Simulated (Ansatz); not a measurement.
**A van 't Hoff estimate for C2H5Br + GeH3I ⇌ CH2BrI + GeH3(CH3)**

Species: C2H5Br (bromoethane) `CCBr`, singlet; GeH3I `[GeH3][I]`, singlet; CH2BrI (bromoiodomethane) `BrCI`, singlet; GeH3(CH3) (methyl germane), singlet. The partners trade CH3 for I: C–CH3 and Ge–I bonds give way to C–I and Ge–CH3.

The electronic reaction energy at CCSD(T)/def2-TZVPP is +115.6 kJ/mol. Shapes: PBE0-D4/def2-TZVP. Programs: Ansatz 0.2.0. Enthalpy and entropy come from rigid-rotor, harmonic-oscillator sums on unscaled PBE0-D4/def2-TZVP wavenumbers, ideal gases at 1 bar. Symmetry numbers: C2H5Br 1, GeH3I 3, CH2BrI 1, GeH3(CH3) 3. R = 8.3145 J/(mol K).

| T (K) | ΔH (kJ/mol) | ΔS (J/(mol K)) |
| --- | --- | --- |
| 700 | +111.6 | +11.2 |
| 1000 | +112.7 | +12.5 |
| 1300 | ? | ? |

Work out ln K at 700 and 1000 K, and from these estimate it at 1300 K.


1. 700 K: ΔG = +111.6 − 700 × (+11.2)/1000 = +103.8 kJ/mol; ln K = −ΔG/RT = -17.83.
2. 1000 K: ΔG = +112.7 − 1000 × (+12.5)/1000 = +100.2 kJ/mol; ln K = −ΔG/RT = -12.05.
3. Slope against 1000/T: (-12.05 − (-17.83))/(1.0000 − 1.4286) = -13.49, that is −ΔH/R with ΔH near +112 kJ/mol.
4. 1300 K: ln K = -17.83 + (-13.49) × (0.7692 − 1.4286) = -8.93.

The full sums give ΔH = +113.4 kJ/mol, ΔS = +13.1 J/(mol K), ΔG = +96.4 kJ/mol and ln K = -8.92 at 1300 K, so the line is off by -0.01 in ln K; without rounding the miss is -0.02, from the change of ΔH with temperature. The reactants are favoured over this whole range. An error of 10 kJ/mol in the energy moves ln K by 0.9 at 1300 K. Soft modes are treated as harmonic, which can err either way at these temperatures; the lowest are those of C2H5Br (260 cm⁻¹), GeH3I (253 cm⁻¹), CH2BrI (144 cm⁻¹), GeH3(CH3) (162 cm⁻¹). For atoms past krypton def2 sets carry core potentials with scalar relativity. Relativity is left out for Br, Ge. Outer-core shells of Br, Ge, I are correlated, in sets that cover them unevenly.
